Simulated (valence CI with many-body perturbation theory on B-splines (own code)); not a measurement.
Results of a calculation; reference values are marked as such.
Sensitivity of CI+MBPT for In34+

Level of theory: relativistic CI+MBPT: five valence electrons over a frozen Dirac-Fock core [Ne], a basis of 6 s, 6 p, 5 d, 3 f, 1 g functions for each j, with the one-electron correlation potential Σ1 (screened to all orders), the two-electron term Σ2, the three-electron term Σ3, Breit, model QED; selected single and double excitations, second order for the rest, scaled by the run's own slope (own B-spline code, finite nucleus).

The last digits are not significant, and no measured levels were compared; by estimate large intervals hold to a few tenths of a per cent, small ones and those within an open d or f shell to about a per cent. Among the levels kept, up to 1200 cm⁻¹ of a level comes from second order outside the variational space, and about a tenth of that is noise between levels of different J, which matters for small intervals.

The reference run has the lowest level (3s^2 3p1/2^2 3p3/2) J=3/2 and an ionisation energy of 2190.20 eV. Its largest variational space holds 9999 state functions.

Levels are named by their leading jj configuration (3d3/2^4 stands for four electrons in 3d with j = 3/2), which in mixed levels can hold well under half, so a name can repeat and another be missing. Letters in brackets count levels of one name in rising energy.

```
                             Level  Reference (cm⁻¹)  Shift (cm⁻¹)
        (3s^2 3p1/2 3p3/2^2) J=3/2            348182           -49
        (3s^2 3p1/2 3p3/2^2) J=5/2            405783           -11
        (3s^2 3p1/2 3p3/2^2) J=1/2            476887           +32
              (3s^2 3p3/2^3) J=3/2            831084           -16
        (3s 3p1/2^2 3p3/2^2) J=5/2           1059350           -28
        (3s^2 3p1/2^2 3d3/2) J=3/2           1064970          -243
        (3s 3p1/2^2 3p3/2^2) J=1/2           1225480           +43
        (3s^2 3p1/2^2 3d5/2) J=5/2           1241040          -282
        (3s 3p1/2^2 3p3/2^2) J=3/2           1243280           -48
(3s^2 3p1/2 3p3/2 3d3/2) J=3/2 [a]           1418200          -250
(3s^2 3p1/2 3p3/2 3d3/2) J=5/2 [a]           1420080          -307
(3s^2 3p1/2 3p3/2 3d3/2) J=1/2 [a]           1427450          -308
```

The ionisation energy moves by -0.037 eV.

(1) Which of these changes was made?
A. correlating orbitals by l 3 3 3 2 1 → 2 2 1 1 0; natural orbitals for correlation on → off
B. logarithmic knot step 0.27 → 0.4
C. hole-hole ladder in Σ2 on → off
D. core polarisation of operators on → off

Results:

(1) C. hole-hole ladder in Σ2 on → off.
